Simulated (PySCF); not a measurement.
**Field gradients at the hydrogen positions**

C8H8FP.
Geometry (GFN2-xTB, Å), atoms numbered from 1 in this order:
```
atom  x, y, z in Å
C1     2.2722   -1.1787   -0.2036
C2     1.9594   -0.7930   -1.6063
P3     0.6146   -0.0360   -2.2541
C4    -0.4051    0.2901   -0.7578
C5    -1.6422   -0.3300   -0.6135
C6    -2.4368   -0.0648    0.4877
C7    -2.0180    0.8353    1.4528
C8    -0.7947    1.4595    1.2861
F9    -0.3790    2.3438    2.2191
C10    0.0176    1.2073    0.1985
H11    2.5517   -2.2323   -0.1649
H12    3.1263   -0.6055    0.1621
H13    1.4315   -1.0113    0.4657
H14    2.7179   -1.0695   -2.3304
H15   -1.9754   -1.0283   -1.3682
H16   -3.3905   -0.5590    0.5978
H17   -2.6221    1.0601    2.3174
H18    0.9638    1.7186    0.0998
```

Level: PBE0/pcSseg-1 (PySCF, non-relativistic); Q(2H) = 0.00286 b; rigid geometry, the same for H and D, with no vibrational averaging.

Question: Rank these positions by the coupling χzz of a deuteron there, largest first.
A. H17 (aromatic hydrogen)
B. H15 (aromatic hydrogen)
C. H13 (methyl hydrogen)

Answer: A (222 kHz), B (217 kHz), C (207 kHz).

Question: Tabulate Vzz, the asymmetry η and χzz = 234.96 MHz × Q × Vzz for every hydrogen position.

Answer: 
```csv
atom,bonded to,bond length (Å),Vzz (au),η,χzz (kHz)
H11,C1,1.091,0.3097,0.03,208
H12,C1,1.092,0.3086,0.02,207
H13,C1,1.088,0.3078,0.03,207
H14,C2,1.085,0.3219,0.06,216
H15,C5,1.081,0.3236,0.08,217
H16,C6,1.080,0.3267,0.06,220
H17,C7,1.078,0.3299,0.07,222
H18,C10,1.080,0.3252,0.07,219
```

Question: How does χzz go with the bond length over the 8 C–H bonds?

Answer: A straight-line fit has a slope of -11.0 kHz for each 0.01 Å, with a correlation coefficient of -0.95, over lengths from 1.078 to 1.092 Å. The longer bonds have the smaller couplings here.

Geometry: GFN2-xTB, one conformer, isolated molecule. GFN2-xTB bond lengths can be off by several hundredths of an ångström, more for odd bonds, and the gradients follow them. These gradients aren't converged with respect to the basis.
